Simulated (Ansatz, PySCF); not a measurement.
Species: sum formula SiOBr3, charge -1, multiplicity 1. It need not be the lowest isomer of its formula. Whether it binds its extra electron was not tested at this geometry. 
Structure (B3LYP-D3(BJ)/def2-TZVP (Ansatz, a first-principles code) minimum search):
SMILES: Br[Si](Br)(Br)[O-]
```xyz
5

Si    -0.5854     0.0498    -0.4483
Br    -0.7146    -1.5426     1.2089
Br    -0.0601     1.9486     0.7424
Br     1.4195    -0.4608    -1.4575
O     -1.7963     0.1529    -1.3757
```
Charge -1, spin multiplicity 1.

Total electronic energies in hartree. Correlated levels leave the core frozen unless marked. No spin-orbit coupling. Frozen are the shells of the preceding noble gas and the d and f shells that filled before the atom's block. Non-relativistic. Basis-set limits of correlation are two-point, X^-3; Hartree-Fock from the larger set. The bracket is a focal-point correction in the basis named.

```json
[
 {"level": "PBE/def2-TZVPD", "program": "Ansatz", "energy (Eh)": "-8086.12891"},
 {"level": "PBE-D4/def2-TZVPD", "program": "Ansatz + dftd4", "energy (Eh)": "-8086.13900"},
 {"level": "BLYP-D4/def2-TZVPD", "program": "Ansatz + dftd4", "energy (Eh)": "-8087.59449"},
 {"level": "r2SCAN-D3(BJ)/def2-TZVPD", "program": "Ansatz + dftd3", "energy (Eh)": "-8087.41180"},
 {"level": "B97M-V/def2-TZVPD", "program": "Ansatz", "energy (Eh)": "-8086.02397"},
 {"level": "PBE0-D3(BJ)/def2-TZVP", "program": "Ansatz + dftd3", "energy (Eh)": "-8086.41958"},
 {"level": "PBE0/def2-TZVP", "program": "Ansatz", "energy (Eh)": "-8086.41176"},
 {"level": "PBE0/def2-TZVPD", "program": "Ansatz", "energy (Eh)": "-8086.41624"},
 {"level": "BHLYP-D3(BJ)/def2-TZVPD", "program": "Ansatz + dftd3", "energy (Eh)": "-8087.45664"},
 {"level": "TPSSh-D3(BJ)/def2-TZVPD", "program": "PySCF + dftd3", "energy (Eh)": "___"},
 {"level": "M06-2X/def2-TZVPD", "program": "PySCF", "energy (Eh)": "-8087.58025"},
 {"level": "CAM-B3LYP-D3(BJ)/def2-TZVPD", "program": "Ansatz + dftd3", "energy (Eh)": "-8087.87723"},
 {"level": "B2PLYP-D4/def2-TZVPD", "program": "Ansatz + dftd4", "energy (Eh)": "-8086.10083"},
 {"level": "B2PLYP/def2-TZVPD", "program": "Ansatz", "energy (Eh)": "-8086.09379"},
 {"level": "MP2/def2-TZVPPD", "program": "Ansatz", "energy (Eh)": "-8082.19596"},
 {"level": "RI-MP2/def2-TZVPP", "program": "Ansatz", "energy (Eh)": "-8082.18585"},
 {"level": "RI-MP2/def2-QZVPP", "program": "Ansatz", "energy (Eh)": "-8082.43320"},
 {"level": "SCS-MP2/6-31G*", "program": "Ansatz", "energy (Eh)": "-8080.93480"},
 {"level": "SCS-MP2/def2-SVPD", "program": "Ansatz", "energy (Eh)": "-8080.85595"},
 {"level": "SCS-MP2/def2-TZVPPD", "program": "Ansatz", "energy (Eh)": "-8082.17340"},
 {"level": "CCSD/def2-SVP", "program": "Ansatz", "energy (Eh)": "-8080.84586"},
 {"level": "CCSD/def2-TZVPP", "program": "Ansatz", "energy (Eh)": "-8082.21923"},
 {"level": "RI-MP2/CBS(def2-TZVPPD,def2-QZVPPD)+[CCSD(T)-MP2]/def2-TZVPPD", "program": "Ansatz", "energy (Eh)": "-8082.5687"}
]
```

**Question.** What belongs in the gaps?

**Answer.** 
- TPSSh-D3(BJ)/def2-TZVPD, energy (Eh): -8087.27066
